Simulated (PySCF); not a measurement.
## ORD: SMILES O(C)[C@H]1OC[C@@H]1Cl, C4H7ClO2

Molfile (atoms numbered from 1):
```
C4H7ClO2
     RDKit          3D

 14 14  0  0  0  0  0  0  0  0999 V2000
   -2.2856    0.1301    0.0884 C   0  0  0  0  0  0  0  0  0  0  0  0
   -1.0597   -0.5351    0.3407 O   0  0  0  0  0  0  0  0  0  0  0  0
   -0.0414   -0.1530   -0.5007 C   0  0  1  0  0  0  0  0  0  0  0  0
    0.4667    1.1643   -0.2643 O   0  0  0  0  0  0  0  0  0  0  0  0
    1.7779    0.6790    0.0264 C   0  0  0  0  0  0  0  0  0  0  0  0
    1.3031   -0.7697   -0.1026 C   0  0  2  0  0  0  0  0  0  0  0  0
    2.0991   -1.7587   -1.3165 Cl  0  0  0  0  0  0  0  0  0  0  0  0
   -2.9889   -0.2486    0.8255 H   0  0  0  0  0  0  0  0  0  0  0  0
   -2.1658    1.2101    0.2009 H   0  0  0  0  0  0  0  0  0  0  0  0
   -2.6450   -0.0923   -0.9220 H   0  0  0  0  0  0  0  0  0  0  0  0
   -0.3255   -0.2672   -1.5609 H   0  0  0  0  0  0  0  0  0  0  0  0
    2.1188    0.9798    1.0192 H   0  0  0  0  0  0  0  0  0  0  0  0
    2.4974    0.9926   -0.7339 H   0  0  0  0  0  0  0  0  0  0  0  0
    1.2480   -1.3317    0.8279 H   0  0  0  0  0  0  0  0  0  0  0  0
  1  2  1  0
  2  3  1  0
  3  4  1  0
  4  5  1  0
  5  6  1  0
  6  7  1  0
  6  3  1  0
  1  8  1  0
  1  9  1  0
  1 10  1  0
  3 11  1  6
  5 12  1  0
  5 13  1  0
  6 14  1  1
M  END
```

Computed, not measured: TDDFT CAM-B3LYP/aug-cc-pVDZ circular dichroism and optical rotation, one conformer, gas phase (PySCF 2.14.0). Geometry: GFN2-xTB.

The molecule is flexible and this is one conformer; a measurement averages over conformers.

Stereocentres: C3 S, C6 S.

**Question.** Give the optical rotatory dispersion at 633, 589.3, 546, 436, 405, 365, 355 nm.

**Answer.** [α] in deg dm⁻¹ (g/mL)⁻¹:
```
λ (nm)  origin-invariant length gauge  modified velocity gauge  length gauge (centre of mass)  isotropic polarisability (au)
   633                         +130.2                   +126.7                         +129.9                           71.1
 589.3                         +151.1                   +147.0                         +150.8                           71.4
   546                         +177.4                   +172.5                         +177.1                           71.6
   436                         +286.7                   +278.2                         +286.1                           72.7
   405                         +336.5                   +326.2                         +335.8                           73.2
   365                         +422.7                   +409.1                         +421.8                           74.1
   355                         +449.5                   +434.7                         +448.5                           74.3
```

**Question.** And for the mirror image at 589.3 nm?

**Answer.** -151.1 deg dm⁻¹ (g/mL)⁻¹ (origin-invariant length gauge): the same size and the opposite sign.

**Question.** What is the molar rotation [Φ] = [α]·M/100 of the geometry above at 589.3 nm?

**Answer.** With M = 122.55 g/mol, +185.2 deg cm² dmol⁻¹ (origin-invariant length gauge).

The first excitation lies at 7.13 eV (174 nm) with R = -11.6 × 10⁻⁴⁰ esu² cm² (velocity form).
